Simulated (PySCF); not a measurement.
## Hf: excitation energy

Hf [Xe] 4f14 5d2 6s2 (3F) → Hf [Xe] 4f14 5d2 6s1 6p1 (high-spin determinant), as a difference of total energies. Computed with PySCF 2.14 in def2-TZVPPD with the def2 core potential (60 electrons), with scalar relativity through the core potential. Correlated levels: valence: 5s2 5p6 frozen. The calculations carry no spin-orbit coupling.

```tsv
method	excitation energy (eV)
UHF	1.242
MP2 (valence)	2.090
SCS-MP2 (valence)	2.383
CCSD (valence)	2.180
CCSD(T) (valence)	2.224
```

Problem. How much does correlation contribute at CCSD(T) (valence)?

Solution. 2.224 − (1.242) = 0.982 eV, measured against UHF.

The coupled-cluster amplitudes are large for the upper state (T1 above 0.03 or a double amplitude above 0.15), so a single reference is strained.

The determinant of the upper state mixes LS terms, which raises its energy above the lowest term, most at the Hartree-Fock and MP2 levels.
